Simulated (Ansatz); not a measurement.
System: chloro(difluoro)borane, sum formula BClF2, net charge 0, singlet state. 
Structure (B3LYP-D3(BJ)/def2-TZVP (Ansatz, a program for electronic structure) minimum search):
```
B
F 1 1.3147
F 1 1.3147 2 118.99
Cl 1 1.7478 2 120.50 3 -180.00
```
Charge 0, spin multiplicity 1.

Total electronic energies in hartree. Correlated levels leave the core frozen unless marked. No spin-orbit coupling. Non-relativistic. CBS(X,Y): correlation extrapolated as X^-3; Hartree-Fock from the larger set (for Q and 5 zeta extrapolated as (X+1)exp(-9√X)). The bracket is a focal-point correction in the basis named.

```tsv
level	program	energy (Eh)
RI-HF/aug-cc-pV(T+d)Z	Ansatz	-683.34533
r2SCAN/def2-TZVPD	Ansatz	[?]
B2GP-PLYP/def2-TZVPD	Ansatz	[?]
SCS-MP2/aug-cc-pV(T+d)Z	Ansatz	-684.12101
SCS-MP2/cc-pV(5+d)Z	Ansatz	-684.23897
CCSD(T)/cc-pVTZ	Ansatz	-684.16252
CCSD(T)/cc-pwCVTZ	Ansatz	-684.18492
RI-MP2/CBS(cc-pV(T+d)Z,cc-pV(Q+d)Z)+[CCSD(T)-MP2]/cc-pV(D+d)Z	Ansatz	-684.2978
CCSD(T)/CBS(cc-pV(Q+d)Z,cc-pV(5+d)Z)	Ansatz	-684.3169
```

Question: Fill in the missing entries.

Answer: 
- r2SCAN/def2-TZVPD, energy (Eh): -684.88822
- B2GP-PLYP/def2-TZVPD, energy (Eh): -684.67963
